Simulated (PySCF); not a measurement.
Consider `COc1ccccc1SC` (C8H10OS). Non-hydrogen atoms are numbered in `[CH3:1][O:2][c:3]1[cH:4][cH:5][cH:6][cH:7][c:8]1[S:9][CH3:10]`. These are map numbers, not IUPAC locants.

These are calculated values, ωB97X-D3(BJ)/ma-def2-SVP in PySCF (grid level 2) at geometries from PBE0-D3(BJ)/def2-SVP. The prefix ma- adds one diffuse s and one diffuse p function on all atoms but H. Thermal corrections: GFN2-xTB frequencies, unscaled, ideal gas at 298.15 K and 1 bar, quasi-RRHO entropy. These were taken at the GFN2-xTB minima.

Q: What are the vertical and the adiabatic ionisation energy for forming the radical cation?

A: 8.16 eV vertical and 7.62 eV adiabatic, the latter with zero-point energy.

Q: Where does the unpaired spin of the relaxed radical cation sit?

A: S9 (sulfide sulfur) 0.46, C5 (aromatic carbon) 0.20, C3 (aromatic carbon) 0.16, C8 (aromatic carbon) 0.12 (intrinsic atomic orbital populations).

Q: What oxidation potential follows in dichloromethane (IEF-PCM), on the absolute scale?

A: In the gas phase ΔG of oxidation is 7.610 eV, and solvation is -21.7 kJ/mol for the parent and -179.1 kJ/mol for the product, so the absolute potential is 5.98 V. The solvent is electrostatics only, on gas-phase structures; the absolute scale refers to an electron at rest in vacuum.

Q: How far is −ε(HOMO) from the vertical value by ΔSCF?

A: −ε(HOMO) = 8.42 eV, which is 0.25 eV above the ΔSCF value.

Note: ma-def2-SVP is a small basis, whose errors can reach tens of kJ/mol.

Differences come from unrounded values, so a last digit can differ from that of the printed terms.
